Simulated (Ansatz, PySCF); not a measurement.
C2H6OSi2, SMILES C#C[SiH2][SiH2]O. Atoms are numbered in the order given.

```xyz
11

C      0.5578     2.6513     0.3800
C      0.8407     1.4753     0.5036
Si     1.1255    -0.3511     0.6167
Si    -0.9153    -1.1704    -0.1836
O     -1.3978    -0.0851    -1.3607
H      0.3278     3.6997     0.2834
H      1.4387    -0.7159     2.0274
H      2.2839    -0.7035    -0.2526
H     -0.8115    -2.5122    -0.8163
H     -1.8835    -1.2538     0.9521
H     -1.1526     0.8318    -1.1844
```
Charge 0, spin multiplicity 1.

Coordinates come from a ωB97X-D3(BJ)/def2-SVP optimisation. The structure was generated by enumeration, and PubChem lists no compound with its InChIKey, so it may never have been made. One conformer was computed; it need not be the lowest.

Two levels are set side by side: PBE-D3(BJ)/def2-SVP (Ansatz, a quantum-chemistry and plane-wave program) and ωB97X-D3(BJ)/def2-SVP (PySCF). Each level has its own optimised geometry; the coordinates shown are those of the second. Frequencies come from the Hessian of PySCF at each geometry. Differences are taken from unrounded values.

```
quantity                            ωB97X-D3(BJ)  PBE-D3(BJ)  PBE-D3(BJ) minus ωB97X-D3(BJ)
----------------------------------  ------------  ----------  -----------------------------
mean bond length (Å)                       1.509       1.521                          0.012
bond C1–C2 (Å)                             1.216       1.231                          0.015
bond C2–Si3 (Å)                            1.852       1.847                         -0.004
bond Si3–Si4 (Å)                           2.340       2.366                          0.026
bond Si4–O5 (Å)                            1.672       1.686                          0.014
bond C1–H6 (Å)                             1.078       1.083                          0.005
bond Si3–H7 (Å)                            1.490       1.505                          0.014
bond Si3–H8 (Å)                            1.490       1.505                          0.014
bond Si4–H9 (Å)                            1.487       1.501                          0.014
bond Si4–H10 (Å)                           1.495       1.510                          0.015
bond O5–H11 (Å)                            0.965       0.978                          0.013
highest harmonic wavenumber (cm⁻¹)          3888        3678                           -210
mean harmonic wavenumber (cm⁻¹)             1120        1067                            -53
zero-point energy (kcal/mol)               43.23       41.19                          -2.05
```

GGA bonds tend to be longer and softer than those of functionals with exact exchange. Differences between two approximate levels are no errors against the true value.
